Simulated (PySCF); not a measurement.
Predicted microwave data (PBE0-D3(BJ)/def2-SVP geometry optimisation, gas phase in PySCF 2.14.0) for one isomer of C4H4BFO:

```
Rotational constants : A = 6699, B = 2246, C = 1682 MHz
Dipole components    : |μa| = 0.96 D, |μb| = 2.01 D, |μc| = 0.00 D
Inertial defect      : 0.00 u·Å²
κ                    : -0.78
```

Question: Which structure is it? (One computed conformer of each.)
A. `[F:1][BH:2][c:3]1[cH:4][cH:5][o:6][cH:7]1` with F1–B2–C3–C4 180°
B. `[F:1][BH:2][c:3]1[cH:4][cH:5][cH:6][o:7]1` with F1–B2–C3–C4 -179°
C. `Bc1ccc(F)o1`

Answer: C. It is Bc1ccc(F)o1, an asymmetric top, point group Cs. The candidates at the same level (rigid rotor, commonest isotopes):

```json
{"SMILES": "FBc1ccco1", "A (MHz)": "7938", "B (MHz)": "1881", "C (MHz)": "1520", "μa (D)": "2.51", "μb (D)": "0.58", "μc (D)": "0.00", "Δ (u·Å²)": "0.00", "point group": "Cs", "rotor": "asymmetric top"}
{"SMILES": "Bc1ccc(F)o1", "A (MHz)": "6699", "B (MHz)": "2246", "C (MHz)": "1682", "μa (D)": "0.96", "μb (D)": "2.01", "μc (D)": "0.00", "Δ (u·Å²)": "0.00", "point group": "Cs", "rotor": "asymmetric top"}
{"SMILES": "FBc1ccoc1", "A (MHz)": "7943", "B (MHz)": "1794", "C (MHz)": "1464", "μa (D)": "1.51", "μb (D)": "0.37", "μc (D)": "0.00", "Δ (u·Å²)": "0.00", "point group": "Cs", "rotor": "asymmetric top"}
```

`FBc1ccoc1` has B 20 % too low; `FBc1ccco1` has A 19 % too high. In the right answer the mirror of this Cs structure is the ab plane, so μc vanishes by symmetry. No structure here is proved a minimum.
